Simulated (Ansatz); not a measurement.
Two structures of AlNH6O2, singlet, reached by relaxing down either side of one saddle point (PBE0-D4/def2-TZVP). Energies are electronic, without zero-point energy. Ansatz 0.2.0; basis: def2-TZVPP and def2-QZVPP; cores frozen in the correlated methods. Extrapolation: Hartree–Fock as exp(−7.88 √X), correlation as X^−2.97. First:

Al1  (0.398, -0.307, -0.475)
H2  (0.409, -1.859, -0.854)
O3  (-0.384, 0.765, -1.583)
O4  (1.711, 0.276, 0.486)
H5  (-1.469, -0.819, 1.294)
N6  (-0.966, 0.002, 0.978)
H7  (-0.222, 0.761, -2.523)
H8  (2.627, 0.096, 0.291)
H9  (-1.633, 0.678, 0.619)
H10  (-0.470, 0.407, 1.767)
(Å)

Second:

| atom | x (Å) | y (Å) | z (Å) |
| --- | --- | --- | --- |
| Al1 | 0.1813 | 0.4512 | -0.0768 |
| H2 | -0.0356 | -2.1439 | -0.4706 |
| O3 | -0.3236 | 0.6789 | -1.6795 |
| O4 | 1.7857 | 0.1857 | 0.4035 |
| H5 | -0.5286 | -1.9714 | 0.0685 |
| N6 | -1.0304 | 0.6100 | 1.1878 |
| H7 | 0.2452 | 0.6540 | -2.4443 |
| H8 | 2.5326 | 0.1196 | -0.1855 |
| H9 | -1.9946 | 0.8439 | 1.0243 |
| H10 | -0.8318 | 0.5719 | 2.1727 |

Question: Which bonds change from the first to the second?

Answer: AlH₃O₂ ([OH][AlH][OH]) + NH₃ → AlNH₄O₂ ([NH2][Al]([OH])[OH]) + H₂; bonds formed: H2–H5; dative contacts that become bonds: Al1–N6; bonds broken: Al1–H2, H5–N6.

Question: Give the saddle point's structure and its height above each. (To be estimated.)

Answer: By the calculation: 33.90 kcal/mol above the first and 21.88 kcal/mol above the second (CCSD(T) at an estimated basis limit (MP2 extrapolated from triple and quadruple zeta, plus CCSD(T) − MP2 in triple zeta)).
| atom | x (Å) | y (Å) | z (Å) |
| --- | --- | --- | --- |
| Al1 | 0.2891 | 0.0649 | -0.2773 |
| H2 | -0.2438 | -1.6594 | -0.1458 |
| O3 | -0.2808 | 0.6884 | -1.7496 |
| O4 | 1.8569 | 0.1890 | 0.3614 |
| H5 | -0.7873 | -1.1198 | 0.5322 |
| N6 | -1.0156 | 0.1385 | 1.0611 |
| H7 | 0.2069 | 0.7442 | -2.5667 |
| H8 | 2.6718 | 0.1681 | -0.1326 |
| H9 | -1.9310 | 0.5293 | 0.8835 |
| H10 | -0.7663 | 0.2569 | 2.0338 |

T1 diagnostic: at most 0.013. The start structure is not quite a true minimum (one mode of 55i cm⁻¹).

The step is the kind of exchange with an N–H group that builds nitride films in atomic layer and chemical vapour deposition.

Labels in which every atom is bracketed show which atoms are joined, not bond orders.

For scale, one of the runs: CCSD(T)/def2-TZVPP, 219 basis functions, launched by `ansatz run in.yaml --threads 4 --pin off --events-out ev --progress --plain --max-ram 9574MiB`. Time: 59 s of wall clock on 4 CPU threads of an Arm Neoverse V2; the host was shared. Peak host memory: 3.4 GiB.
